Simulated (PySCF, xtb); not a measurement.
C2H5FO2Si, SMILES F[Si](O)(C=C)O. The values are those of a single conformer.

Harmonic wavenumbers (cm⁻¹) from xtb 6.7.1 with GFN2-xTB at its own minimum, in rising order: 40, 136, 155, 199, 233, 263, 286, 301, 386, 520, 681, 771, 820, 831, 919, 926, 979, 1023, 1033, 1281, 1422, 1680, 3054, 3081, 3102, 3649, 3690.

Task: What does B3LYP-D3(BJ)/def2-SVP run with PySCF 2.14.0 give at its own minimum? (The exact figures need the calculation; the answer reports its results.)

Result: 72, 150, 167, 206, 262, 291, 337, 350, 425, 560, 673, 777, 794, 891, 925, 983, 1006, 1015, 1041, 1279, 1421, 1673, 3119, 3145, 3213, 3874, 3881. Paired by order, the mean absolute difference is 44 cm⁻¹ and the zero-point energies are 45.0 and 46.5 kcal/mol.
